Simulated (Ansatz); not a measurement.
Relaxation of H$_{6}$O$_{2}$Si$_{2}$ (10 atoms, charge 0, multiplicity 1), to a largest force component of 0.03 eV/Å in at most 50 steps.

These are results of Ansatz 0.2.0, RKS B3LYP/6-31G*, not measurements.

```xyz
10
Properties=species:S:1:pos:R:3
Si 0.162 0.003 -0.012
Si 0.860 0.003 2.122
H -0.087 -0.150 3.268
H 1.837 -1.123 2.205
H 1.624 1.267 2.318
H 1.545 0.127 -0.474
O -0.651 1.329 -0.591
H -1.609 1.325 -0.462
O -0.590 -1.397 -0.528
H -0.771 -2.080 0.133
```

Problem. Where does it end, and by what steps?

Solution. The run converged. The force dipped under the threshold on the way, but the program's further checks kept it going. After 19 steps the energy has fallen by 0.287 eV; H6 moved furthest, 0.61 Å.

```csv
step,energy less start (eV),largest force component (eV/Å),accepted
0,0.0000,1.536,yes
1,-0.1661,0.268,yes
2,-0.2130,0.230,yes
3,-0.2427,0.632,yes
4,-0.2172,0.716,no
5,-0.2659,0.048,yes
6,-0.2683,0.043,yes
7,-0.2666,0.537,no
8,-0.2718,0.051,yes
9,-0.2718,0.464,yes
10,-0.2803,0.088,yes
11,-0.2857,0.031,yes
12,-0.2649,0.756,no
13,-0.2867,0.017,yes
14,-0.2867,0.162,no
15,-0.2871,0.049,yes
16,-0.2870,0.137,no
17,-0.2871,0.041,no
18,-0.2873,0.011,yes
19,-0.2875,0.028,yes
```

```xyz
10
Properties=species:S:1:pos:R:3
Si 0.308 -0.063 -0.156
Si 0.903 0.028 2.125
H -0.316 -0.112 2.979
H 1.834 -1.074 2.497
H 1.543 1.327 2.475
H 1.456 0.094 -1.073
O -0.702 1.211 -0.528
H -1.427 1.400 0.085
O -0.317 -1.565 -0.520
H -0.962 -1.943 0.095
```

Whether the end is a true minimum wasn't checked by a vibrational analysis.

Run time: 87 s on 1 thread of Arm Neoverse V1, with other jobs on the host, peak memory 0.16 GiB.
